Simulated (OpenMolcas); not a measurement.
Rh3+ among 4 point charges of -2 e arranged as a tetrahedron (Td).

| Property | Result |
| --- | --- |
| Program | OpenMolcas |
| Method | SS-CASPT2, IPEA 0.25 Eh, imaginary shift 0.1 Eh (closed shells correlated: 4s 4p) |
| Basis | ANO-RCC-VTZP [7s6p4d2f1g] |
| Scalar Hamiltonian | DKH2, point nucleus |
| Active space | 6 electrons in 5 orbitals (4d) |
| State averaging | 2S+1 = 5 even, 5 roots; 2S+1 = 3 even, 45 roots; 2S+1 = 1 even, 50 roots |
| Spin-orbit coupling | state interaction with AMFI integrals over the reference wave functions |

All point charges move together. At R = 1.84 Å the first state of the same spin is 3700 cm-1, and at R = 2.26 Å it is 1630 cm-1.

Problem. A third run gives 2570 cm-1. What distance was it run at?

Solution. With a power law R^-n the two known points give n = -ln(1630 / 3700) / ln(2.26 / 1.84) = 3.99. Then R = 1.84 × (3700 / 2570)^(1/3.99) = 2.016 Å. The run was at 2.03 Å, so the estimate is off by -0.014 Å.

Roots that are degenerate in the reference are averaged as groups; the widest CASPT2 spread within a group is 630 cm-1 (the 3-fold group of multiplicity 3 near 45200 cm-1 above the lowest state of its run, R = 2.03). Shifts and gaps below about the spread of the groups concerned are not significant. An orbital doublet at a regular site is open to a Jahn-Teller distortion, which this geometry leaves out. Point charges give a weaker field than real ligands, and real ions of this kind are as a rule low spin; the high spin found here belongs to the model. The ground term spreads over less than 5000 cm-1, several times less than with real ligands, so orbital moments are less quenched and χT lies further from the spin-only value than at real sites. Free-ion shares, where given, are those of the reference states; single-state CASPT2 does not remix them. This is an electrostatic model: the charges have no orbitals. No measured value stands beside these numbers.
